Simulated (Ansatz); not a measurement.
`C[N](C)[Cd][NH2]`. The species carries charge 0 and has multiplicity 1. Cd: def2 effective core potential.

Cartesian coordinates in Å:
```
C 1.2412 -1.2917 -0.2030
N 0.6112 -0.0066 -0.0615
C 1.2771 0.8091 0.9174
Cd -1.3321 0.2357 -0.4599
N -3.2344 0.4021 -1.0638
H 1.2425 -1.8887 0.7264
H 2.2959 -1.1744 -0.5009
H 0.7552 -1.8910 -0.9776
H 1.2809 0.3700 1.9311
H 0.8180 1.7987 0.9901
H 2.3325 0.9628 0.6395
H -3.8907 0.4572 -0.2945
H -3.3972 1.2169 -1.6434
```

Task: What are the harmonic wavenumbers in cm⁻¹ at PBE0-D4/def2-TZVP (Ansatz, finite differences of forces, unscaled)? (An estimate is asked.)

Result: The calculation gave: 93, 98, 123, 145, 236, 245, 267, 299, 498, 552, 614, 799, 1002, 1088, 1115, 1149, 1238, 1275, 1437, 1460, 1462, 1470, 1498, 1513, 1561, 2930, 2933, 2972, 2980, 3088, 3089, 3531, 3624.

Task: Is this a minimum?

Result: Yes, all 33 modes are real.

Task: Give the ideal-gas thermochemistry at 298.15 K and 1 bar (rigid rotor, harmonic oscillator; point group C1, symmetry number 1).

Result: Zero-point energy 277.4 kJ/mol; H(298) − E = 301.9 kJ/mol; entropy 378.1 J/(mol·K), of which translation 173.1, rotation 113.9, vibration 91.1; G(298) − E = 189.2 kJ/mol. Modes under 100 cm⁻¹ are hindered rotations or soft bends, so the harmonic entropy is rough.

Task: And at 400, 500, 600, 800 and 1000 K?

Result: 
| T (K) | H − E (kJ/mol) | S (J/mol/K) | G − E (kJ/mol) |
| --- | --- | --- | --- |
| 400 | 315.2 | 416.5 | 148.7 |
| 500 | 330.4 | 450.3 | 105.3 |
| 600 | 347.4 | 481.2 | 58.7 |
| 800 | 385.9 | 536.4 | -43.2 |
| 1000 | 429.2 | 584.6 | -155.4 |
